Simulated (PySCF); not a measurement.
Frontier orbitals and the lowest excitations

Species: Be(SiH3)2.
Geometry (PBE0-D3(BJ)/def2-SVP, Å), atoms numbered from 1 in this order:
```xyz
9
BeH6Si2 angstrom
Be     0.0049    0.0046    0.0000
Si     0.0002   -0.0155    2.1961
H      0.9041   -1.0782    2.7498
H     -1.3687   -0.2776    2.7533
H      0.4611    1.2903    2.7750
Si     0.0012    0.0166   -2.1961
H      1.3386    0.3959   -2.7619
H     -0.9962    0.9919   -2.7503
H     -0.3452   -1.3281   -2.7659
```

Computed with TDDFT wB97X-D/def2-SVPD, vertical, gas phase, core orbitals frozen in the response in PySCF.

Kohn–Sham orbitals with the atoms that hold most of them (Löwdin shares over 4%, at most four atoms; ? is withheld):

```csv
orbital,ε (eV),atoms
LUMO+2,1.56,"Si6 27%, Si2 27%, Be1 22%"
LUMO+1,-0.17,"Be1 57%, Si6 16%, Si2 16%"
LUMO,-0.17,"Be1 57%, Si2 16%, Si6 16%"
HOMO,?,"Be1 32%, Si6 24%, Si2 24%"
HOMO-1,-10.74,?
HOMO-2,-11.48,"Si2 23%, Si6 23%, H8 17%, H3 17%"
HOMO-3,-11.48,"Si2 23%, Si6 23%, H5 14%, H9 13%"
```

Task: Which atoms hold the HOMO-1, and with what shares?

Result: Si2 (bonded to Be and 3 H) 27%; Si6 (bonded to Be and 3 H) 27%; Be1 (bonded to 2 Si) 26%. By element: silicon 55%, beryllium 26%.

Task: What is the HOMO energy, and the HOMO–LUMO gap?

Result: ε(HOMO) = -9.36 eV; the gap is 9.19 eV (0.3376 hartree).

Within 0.005 eV of a neighbour in this list lie HOMO-3/HOMO-2 and LUMO/LUMO+1.

Task: How does S1 compare with the orbital gap of 9.19 eV?

Result: S1 is at 4.37 eV (f = 0.0000), 4.82 eV below the gap, made of HOMO→LUMO/LUMO+1 (97%). S1/S2 lie within about 0.01 eV of each other. Without the coupling terms of the response equations the lowest excitation would equal the gap.

Next come S2 at 4.37 eV (f 0.0000), HOMO→LUMO/LUMO+1 (97%); S3 at 6.35 eV (f 0.114), HOMO-1→LUMO/LUMO+1 (≥96%); S4 at 6.36 eV (f 0.115), HOMO-1→LUMO/LUMO+1 (≥96%); S5 at 6.98 eV (f 0.402), HOMO→LUMO+2 (91%).

Orbitals of the list HOMO-3 to LUMO+2 that lie within 0.01 eV of each other are written together with a slash and their weights summed (≥ marks a lower bound); for degenerate orbitals outside that list single weights are arbitrary.

Löwdin shares depend on the basis, the more so with diffuse functions.
